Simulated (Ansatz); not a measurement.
Isolated molecules relaxed with PBE0-D4/def2-TZVP in Ansatz; ΔE leaves out vibrations. CCSD(T)/CBS adds triple-zeta CCSD(T) − MP2 to the extrapolated MP2 energy (def2 sets, frozen cores). Elements past krypton have def2 core potentials. For Ga, I outer-core shells are correlated without core-valence functions, which leaves a few kJ/mol of doubt a bond. Scalar relativity is left out up to krypton. One conformer a species, not always the lowest.

Reaction (formal exchange of groups at a Ga–I bond): `[F][Ga]([F])[I]` + `C=C(N)O` → `[OH][Ga]([F])[F]` + `C=C(N)I`

```tsv
species	MP2/def2-QZVPP energy (Eh)
`[F][Ga]([F])[I]`	-2420.75270
`C=C(N)O`	-208.86946
`[OH][Ga]([F])[F]`	-2199.15126
`C=C(N)I`	-430.44821
```

(1) Work out ΔE.

Largest T1 diagnostic among the species: 0.015.

## Answers

(1) ΔE = (-2199.15126) + (-430.44821) − (-2420.75270) − (-208.86946) = 0.02269 Eh = +0.62 eV. CCSD(T)/CBS gives +0.71 eV.

From PBE to PBE0 (25 % exact exchange), in def2-TZVPP and without D4, ΔE moves by +0.09 eV. Leaving LDA and LC-ωPBE aside and taking each functional with its dispersion term where it has one, the values, not all of them listed here, spread over 0.23 eV, from BLYP-D4 to r2SCAN0-D4. LDA lies +0.08 eV from PBE without D4. At CCSD(T), def2-SVP lies +0.23 eV from the extrapolated value and def2-TZVPP −0.01 eV.
